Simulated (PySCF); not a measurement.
Consider 3-(trifluoromethyl)benzaldehyde, `O=Cc1cccc(C(F)(F)F)c1` (C8H5F3O). Non-hydrogen atoms are numbered in `[O:1]=[CH:2][c:3]1[cH:4][cH:5][cH:6][c:7]([C:8]([F:9])([F:10])[F:11])[cH:12]1`. These are map numbers, not IUPAC locants.

Energies: ωB97X-D3(BJ)/ma-def2-SVP (PySCF, density fitting, integration grid level 2) on PBE0-D3(BJ)/ma-def2-SVP structures. The prefix ma- adds one diffuse s and one diffuse p function on all atoms but H. Thermal corrections: GFN2-xTB frequencies, unscaled, ideal gas at 298.15 K and 1 bar, quasi-RRHO entropy. These were taken at the GFN2-xTB minima.

Question: What are the vertical and the adiabatic electron affinity for forming the radical anion?

Answer: 0.64 eV vertical and 0.99 eV adiabatic, the latter with zero-point energy.

Question: Where does the unpaired spin of the relaxed radical anion sit?

Answer: C6 (aromatic carbon) 0.36, C4 (aromatic carbon) 0.26, O1 (carbonyl oxygen) 0.24, C2 (carbonyl-type carbon) 0.17 (intrinsic atomic orbital populations).

Question: What reduction potential follows in dichloromethane (IEF-PCM), on the absolute scale?

Answer: In the gas phase −ΔG of reduction is 0.994 eV, and solvation is -25.0 kJ/mol for the parent and -185.5 kJ/mol for the product, so the absolute potential is 2.66 V. The solvent is electrostatics only, on gas-phase structures; the absolute scale refers to an electron at rest in vacuum.

Known limits: ma-def2-SVP is a small basis, whose errors can reach tens of kJ/mol.
